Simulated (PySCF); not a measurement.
Electron correlation in Mo²⁺ (molybdenum, charge +2)

[Kr] 4d4, high-spin 5D determinant. Calculation: PySCF 2.14, in def2-QZVPPD with the def2 core potential (28 electrons) (7s5p4d3f2g, 81 functions); scalar relativity through the core potential. Frozen: nothing; 12 electrons correlated.

```csv
level,correlation energy (mhartree)
CCSD,-342.39
(T),-8.23
CCSD(T),-350.62
```

Diagnostics: T1 = 0.0032, D1 = 0.0079, largest double amplitude 0.023.

Cost of the coupled-cluster step: of the order of 50 core-seconds, for 12 correlated electrons.

Iterations:

```
CC2 = 0
CCSD nocc = (np.int64(8), np.int64(4)), nmo = (81, 81)
frozen orbitals [[], []]
max_cycle = 100
direct = 0
conv_tol = 1e-08
conv_tol_normt = 1e-06
diis_space = 8
diis_start_cycle = 0
Init t2, MP2 energy = -0.328167575264534
Init E_corr(UCCSD) = -0.328167575265494
cycle = 1  E_corr(UCCSD) = -0.338313404146076  dE = -0.0101458289  norm(t1,t2) = 0.0260895
cycle = 2  E_corr(UCCSD) = -0.341738157184591  dE = -0.00342475304  norm(t1,t2) = 0.00567686
cycle = 3  E_corr(UCCSD) = -0.34238887828823  dE = -0.000650721104  norm(t1,t2) = 0.00181977
cycle = 4  E_corr(UCCSD) = -0.342411925103024  dE = -2.30468148e-05  norm(t1,t2) = 0.000631454
cycle = 5  E_corr(UCCSD) = -0.342380833601659  dE = 3.10915014e-05  norm(t1,t2) = 0.000428126
cycle = 6  E_corr(UCCSD) = -0.342392486700926  dE = -1.16530993e-05  norm(t1,t2) = 0.000156934
cycle = 7  E_corr(UCCSD) = -0.342395112809786  dE = -2.62610886e-06  norm(t1,t2) = 2.45266e-05
cycle = 8  E_corr(UCCSD) = -0.342394157977668  dE = 9.54832118e-07  norm(t1,t2) = 6.13786e-06
cycle = 9  E_corr(UCCSD) = -0.34239422450226  dE = -6.65245924e-08  norm(t1,t2) = 1.20794e-06
cycle = 10  E_corr(UCCSD) = -0.342394240870381  dE = -1.63681207e-08  norm(t1,t2) = 2.18667e-07
cycle = 11  E_corr(UCCSD) = -0.34239423631336  dE = 4.55702076e-09  norm(t1,t2) = 4.71904e-08
UCCSD converged
E(UCCSD) = -67.12433976413148  E_corr = -0.34239423631336
UCCSD(T) correction = -0.00822727481097974
```

The basis has no tight functions for the innermost shells, so their pair energies are far from complete.

This basis was not built for core-valence correlation, so the inner-shell part is incomplete.
